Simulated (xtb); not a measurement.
HN (SMILES [NH]), singlet, geometry from GFN2-xTB. Base run: GFN2-xTB in xtb 6.7.1.

The xtb input:
```
$ xtb mol.xyz --gfn 2 --json

# file mol.xyz
2

N     -0.00000000    -0.00000000    -0.12795744
H      0.00000000     0.00000000     0.89570205
```

Variants of this job, named by their change:

```json
[
 {"change": "base", "ΔE vs base (kcal/mol)": "0.000", "HOMO-LUMO gap (eV)": "0.00", "dipole (D)": "1.71", "G_solv (kcal/mol)": "-", "SCF cycles": "7"},
 {"change": "alpb = thf", "ΔE vs base (kcal/mol)": "-2.51", "HOMO-LUMO gap (eV)": "0.00", "dipole (D)": "1.88", "G_solv (kcal/mol)": "-3.04", "SCF cycles": "7"},
 {"change": "acc = 0.1", "ΔE vs base (kcal/mol)": "0.000", "HOMO-LUMO gap (eV)": "0.00", "dipole (D)": "1.71", "G_solv (kcal/mol)": "-", "SCF cycles": "8"},
 {"change": "gbsa = thf", "ΔE vs base (kcal/mol)": "-2.57", "HOMO-LUMO gap (eV)": "0.00", "dipole (D)": "1.89", "G_solv (kcal/mol)": "-3.16", "SCF cycles": "7"},
 {"change": "alpb = ch2cl2", "ΔE vs base (kcal/mol)": "-1.67", "HOMO-LUMO gap (eV)": "0.00", "dipole (D)": "1.76", "G_solv (kcal/mol)": "-1.72", "SCF cycles": "7"},
 {"change": "etemp = 10", "ΔE vs base (kcal/mol)": "1.60", "HOMO-LUMO gap (eV)": "0.00", "dipole (D)": "1.71", "G_solv (kcal/mol)": "-", "SCF cycles": "9"}
]
```

ALPB and GBSA are two models with their own fitted parameters for each solvent, which aren't always the measured dielectric constant.
